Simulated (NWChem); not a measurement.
Everything below was run with NWChem. System: CH₄Si, charge 0, spin multiplicity 1, at a geometry optimised with PBE/def2-SVP. The structure started from a generated list of species. Level: G0W0@PBE/def2-SVPD, RI basis def2-svpd-rifit.

The NWChem input:

```
start mol
memory heap 200 mb stack 700 mb global 1700 mb
geometry units angstroms nocenter noautoz
  Si    -0.532134     0.553101     0.000000
  H      0.612838     1.603770     0.000000
  C      0.665956    -0.941803     0.000000
  H      0.157878    -1.926085     0.000000
  H      1.341708    -0.885143     0.884357
  H      1.341708    -0.885143    -0.884357
  symmetry group Cs
end
basis spherical
  * library def2-svpd
end
basis "ri basis" bse spherical
  * library def2-svpd-rifit
end
dft
  xc xpbe96 cpbe96
  iterations 100
  direct
  tolerances tight
end
task dft energy
gw
  states alpha occ 4 vir 2
end
task dft gw
```

NWChem printed:

```
             Northwest Computational Chemistry Package (NWChem) 7.3.0
             --------------------------------------------------------

                                NWChem Input Module
                                -------------------

 Scaling coordinates for geometry "geometry" by  1.889725989
 (inverse scale =  0.529177249)

 Turning off AUTOSYM since
 SYMMETRY directive was detected!

                             Geometry "geometry" -> ""
                             -------------------------

 Output coordinates in angstroms (scale by  1.889725989 to convert to a.u.)

  No.       Tag          Charge          X              Y              Z
 ---- ---------------- ---------- -------------- -------------- --------------
    1 Si                  14.0000    -0.53213400     0.55310100     0.00000000
    2 H                    1.0000     0.61283800     1.60377000     0.00000000
    3 C                    6.0000     0.66595600    -0.94180300     0.00000000
    4 H                    1.0000     0.15787800    -1.92608500     0.00000000
    5 H                    1.0000     1.34170800    -0.88514300     0.88435700
    6 H                    1.0000     1.34170800    -0.88514300    -0.88435700

 Effective nuclear repulsion energy (a.u.)      47.9545700937

            Nuclear Dipole moment (a.u.)
            ----------------------------
        X                 Y               Z
 ---------------- ---------------- ----------------
    -0.0000151178    -0.0000094486     0.0000000000

      Symmetry information
      --------------------

 Group name             Cs
 Group number              2
 Group order               2
 No. of unique centers     5

      Symmetry unique atoms

     1    2    3    4    5


 Summary of "ao basis" -> "" (spherical)
 ------------------------------------------------------------------------------
       Tag                 Description            Shells   Functions and Types
 ---------------- ------------------------------  ------  ---------------------
 *                         def2-svpd                  on all atoms

 new library libraries.bse/

 Summary of "ri basis" -> "" (spherical)
 ------------------------------------------------------------------------------
       Tag                 Description            Shells   Functions and Types
 ---------------- ------------------------------  ------  ---------------------
 *                      def2-svpd-rifit               on all atoms

  pbe96 is a nonlocal functional; adding pw91lda local functional.

                                 NWChem DFT Module
                                 -----------------

 Summary of "ao basis" -> "ao basis" (spherical)
 ------------------------------------------------------------------------------
       Tag                 Description            Shells   Functions and Types
 ---------------- ------------------------------  ------  ---------------------
 Si                        def2-svpd                10       24   5s3p2d
 H                         def2-svpd                 4        8   2s2p
 C                         def2-svpd                 8       20   4s2p2d

 Summary of "ao basis" -> "ao basis" (spherical)
 ------------------------------------------------------------------------------
       Tag                 Description            Shells   Functions and Types
 ---------------- ------------------------------  ------  ---------------------
 Si                        def2-svpd                10       24   5s3p2d
 H                         def2-svpd                 4        8   2s2p
 C                         def2-svpd                 8       20   4s2p2d

      Symmetry analysis of basis
      --------------------------

        a'         51
        a"         25

            General Information
            -------------------
          SCF calculation type: DFT
          Wavefunction type:  closed shell.
          No. of atoms     :     6
          No. of electrons :    24
           Alpha electrons :    12
            Beta electrons :    12
          Charge           :     0
          Spin multiplicity:     1
          Use of symmetry is: on ; symmetry adaption is: on
          Maximum number of iterations: 100
          This is a Direct SCF calculation.
          AO basis - number of functions:    76
                     number of shells:    34
          Convergence on energy requested:  1.00D-06
          Convergence on density requested:  1.00D-05
          Convergence on gradient requested:  5.00D-04

              XC Information
              --------------
          PerdewBurkeErnzerhof Exchange Functional  1.000
            Perdew 1991 LDA Correlation Functional  1.000 local
           PerdewBurkeErnz. Correlation Functional  1.000 non-local

             Grid Information
             ----------------
          Grid used for XC integration:  medium
          Radial quadrature: Mura-Knowles
          Angular quadrature: Lebedev.
          Tag              B.-S. Rad. Rad. Pts. Rad. Cut. Ang. Pts.
          ---              ---------- --------- --------- ---------
          Si                  1.10       88           9.0       590
          H                   0.35       45          10.0       434
          C                   0.70       49          10.0       434
          Grid pruning is: on
          Number of quadrature shells:   272
          Spatial weights used:  Erf1

          Convergence Information
          -----------------------
          Convergence aids based upon iterative change in
          total energy or number of iterations.
          Levelshifting, if invoked, occurs when the
[...]
      -------------------------------------

 Sum of atomic energies:        -328.36104474

      Non-variational initial energy
      ------------------------------

 Total energy =    -329.019272
 1-e energy   =    -547.700781
 2-e energy   =     170.726938
 HOMO         =      -0.216921
 LUMO         =      -0.070789

      Symmetry analysis of molecular orbitals - initial
      -------------------------------------------------

  Numbering of irreducible representations:

     1 a'          2 a"

  Orbital symmetries:

     1 a'          2 a'          3 a'          4 a'          5 a'
     6 a"          7 a'          8 a'          9 a'         10 a"
    11 a'         12 a'         13 a"         14 a'         15 a'
    16 a'         17 a"         18 a'         19 a'         20 a"
    21 a'         22 a"

   convergence    iter        energy       DeltaE   RMS-Dens  Diis-err    time
 ---------------- ----- ----------------- --------- --------- ---------  ------
 d= 0,ls=0.0,diis     1   -329.5843606721 -3.78D+02  1.05D-02  1.77D-01     0.3
 d= 0,ls=0.0,diis     2   -329.5904809448 -6.12D-03  5.16D-03  8.53D-02     0.5
 d= 0,ls=0.0,diis     3   -329.5977589570 -7.28D-03  2.02D-03  4.47D-02     0.6
 d= 0,ls=0.0,diis     4   -329.6042247245 -6.47D-03  5.75D-04  8.94D-04     0.8
 d= 0,ls=0.0,diis     5   -329.6044037901 -1.79D-04  9.43D-05  1.85D-05     1.0
 d= 0,ls=0.0,diis     6   -329.6044069125 -3.12D-06  3.31D-05  2.16D-06     1.2
 d= 0,ls=0.0,diis     7   -329.6044073675 -4.55D-07  5.22D-06  5.95D-08     1.3

         Total DFT energy =     -329.604407367463
      One electron energy =     -549.453753400554
           Coulomb energy =      199.382131070558
    Exchange-Corr. energy =      -27.487355131122
 Nuclear repulsion energy =       47.954570093655

 Numeric. integr. density =       23.999993272789

     Total iterative time =      1.3s

                  Occupations of the irreducible representations
                  ----------------------------------------------

                     irrep           alpha         beta
                     --------     --------     --------
                     a'               10.0         10.0
                     a"                2.0          2.0

                       DFT Final Molecular Orbital Analysis
                       ------------------------------------

 Vector   10  Occ=2.000000D+00  E=-3.617947D-01  Symmetry=a"
              MO Center=  9.3D-01, -8.7D-01,  3.1D-14, r^2= 1.4D+00
   Bfn.  Coefficient  Atom+Function         Bfn.  Coefficient  Atom+Function
  ----- ------------  ---------------      ----- ------------  ---------------
    39      0.430550  3 C  pz                61      0.310084  5 H  s
    69     -0.310084  6 H  s                 42      0.214196  3 C  pz
    11      0.069621  1 Si pz                14      0.052869  1 Si pz
    68      0.046904  5 H  pz                76      0.046904  6 H  pz
    49      0.042923  3 C  d -1              60      0.042072  4 H  pz

 Vector   11  Occ=2.000000D+00  E=-2.744846D-01  Symmetry=a'
              MO Center=  2.8D-01,  2.5D-01,  8.5D-19, r^2= 2.6D+00
   Bfn.  Coefficient  Atom+Function         Bfn.  Coefficient  Atom+Function
  ----- ------------  ---------------      ----- ------------  ---------------
    38      0.321782  3 C  py                25     -0.302068  2 H  s
    10     -0.287766  1 Si py                13     -0.262484  1 Si py
    53     -0.170886  4 H  s                 37     -0.161703  3 C  px
     7      0.158988  1 Si py                41      0.150702  3 C  py
    36     -0.116211  3 C  s                 40     -0.115373  3 C  px

 Vector   12  Occ=2.000000D+00  E=-1.950531D-01  Symmetry=a'
              MO Center= -6.5D-01,  5.3D-01,  1.6D-15, r^2= 2.7D+00
   Bfn.  Coefficient  Atom+Function         Bfn.  Coefficient  Atom+Function
  ----- ------------  ---------------      ----- ------------  ---------------
    12     -0.389270  1 Si px                 3      0.371484  1 Si s
     9     -0.328892  1 Si px                25     -0.220767  2 H  s
     4      0.217593  1 Si s                  2      0.215143  1 Si s
    37      0.182993  3 C  px                 6      0.178403  1 Si px
    38     -0.111246  3 C  py                54     -0.103340  4 H  s

 Vector   13  Occ=0.000000D+00  E=-1.269750D-01  Symmetry=a"
              MO Center= -4.6D-01,  5.4D-01, -1.2D-14, r^2= 2.7D+00
   Bfn.  Coefficient  Atom+Function         Bfn.  Coefficient  Atom+Function
  ----- ------------  ---------------      ----- ------------  ---------------
    14      0.647605  1 Si pz                11      0.433520  1 Si pz
     8     -0.226761  1 Si pz                62     -0.162944  5 H  s
    70      0.162944  6 H  s                 61     -0.113372  5 H  s
    69      0.113372  6 H  s                 39     -0.081457  3 C  pz
    32      0.039130  2 H  pz                68      0.037190  5 H  pz

 Vector   14  Occ=0.000000D+00  E=-1.048393D-02  Symmetry=a'
              MO Center=  1.9D-01, -3.1D-01,  3.6D-15, r^2= 7.0D+00
   Bfn.  Coefficient  Atom+Function         Bfn.  Coefficient  Atom+Function
  ----- ------------  ---------------      ----- ------------  ---------------
    36      2.165729  3 C  s                  4     -1.150665  1 Si s
    35      1.156314  3 C  s                 54     -0.837606  4 H  s
    62     -0.776640  5 H  s                 70     -0.776640  6 H  s
     5      0.579045  1 Si s                 34     -0.361760  3 C  s
    20      0.280869  1 Si d -2              59     -0.264560  4 H  py

 Vector   15  Occ=0.000000D+00  E= 2.867227D-02  Symmetry=a'
              MO Center= -8.7D-01,  1.3D+00, -1.9D-14, r^2= 7.9D+00
   Bfn.  Coefficient  Atom+Function         Bfn.  Coefficient  Atom+Function
  ----- ------------  ---------------      ----- ------------  ---------------
     5      3.245437  1 Si s                  4     -2.339266  1 Si s
    36     -1.918465  3 C  s                 54      0.474017  4 H  s
    62      0.426792  5 H  s                 70      0.426792  6 H  s
     3     -0.250668  1 Si s                 41      0.226407  3 C  py
    26      0.222454  2 H  s                  2     -0.208326  1 Si s

 center of mass
 --------------
 x =  -0.14663434 y =   0.08860541 z =   0.00000000

 moments of inertia (a.u.)
 ------------------
         102.105853508767          61.816093628083           0.000000000000
          61.816093628083          66.377877908814           0.000000000000
           0.000000000000           0.000000000000         157.224777913968

     Multipole analysis of the density
     ---------------------------------

     L   x y z        total         alpha         beta         nuclear
     -   - - -        -----         -----         ----         -------
     0   0 0 0     -0.000000    -12.000000    -12.000000     24.000000

     1   1 0 0      0.332363      0.166189      0.166189     -0.000015
     1   0 1 0     -0.294810     -0.147400     -0.147400     -0.000009
     1   0 0 1      0.000000      0.000000      0.000000      0.000000

     2   2 0 0    -18.257054    -28.101901    -28.101901     37.946748
     2   1 1 0      0.199977     17.205694     17.205694    -34.211411
     2   1 0 1      0.000000      0.000000      0.000000      0.000000
     2   0 2 0    -17.135560    -39.731896    -39.731896     62.328233
     2   0 1 1      0.000000      0.000000      0.000000      0.000000
     2   0 0 2    -14.399801     -9.992784     -9.992784      5.585768

 Task  times  cpu:        1.3s     wall:        1.3s

                                NWChem Input Module
                                -------------------

                                 NWChem GW Module
                                 ----------------

                             ***********************
                             ***        GW       ***
                             ***********************

 Summary of "ri basis" -> "ri basis" (spherical)
 ------------------------------------------------------------------------------
       Tag                 Description            Shells   Functions and Types
 ---------------- ------------------------------  ------  ---------------------
 Si                     def2-svpd-rifit             24       78   9s6p6d3f
 H                      def2-svpd-rifit              9       23   4s3p2d
 C                      def2-svpd-rifit             20       64   7s6p5d2f

                 Memory Information
                 ------------------
          Available GA per process is          1700.0 MBs
          Available stack per process is        700.0 MBs
          Available heap per process is           0.0 MBs

          Peak memory in Initialization
              Peak GA per process is                  2.3 MBs
              Peak stack per process is               0.1 MBs
              Peak heap per process is                2.5 MBs
              Memory not in MA per process            0.0 MBs

          Peak memory in AFF Calculation
              Peak GA per process is                  7.7 MBs
              Peak stack per process is               4.5 MBs
              Peak heap per process is                0.0 MBs
              Memory not in MA per process            4.5 MBs

          Computing 2-center integrals
          Computing Inverse Cholesky factor
          Computing 3-center integrals
          Computing V_xc ...

          Computing Sigma_x
          Computing RPA polarizability
          Solving quasiparticle equations

                  Alpha Orbitals
          State     Energy (eV)     Error (eV)
          -----------------------------------
@GW         9        -13.286           0.002
@GW        10        -13.100           0.002
@GW        11        -10.423           0.002
@GW        12         -8.097           0.002
@GW        13         -0.410           0.002
@GW        14          1.980           0.002

   Applying  -2.7891 eV scissor-shift to rest of particle states

   Applying   3.0454 eV scissor-shift to rest of hole states

     GW Timing Statistics
   ------------------------
   Init.   :          0.0s
     ERIs  :          0.1s
     Distr.:          0.0s
     Vxc   :          0.1s
   Sigma_x :          0.0s
   RPA     :          0.1s
   Wmn     :          0.0s
   Sigma_c :          0.0s
   GW total:          0.3s

 Task  times  cpu:        0.3s     wall:        0.3s

 Total times  cpu:        1.7s     wall:        1.7s
```
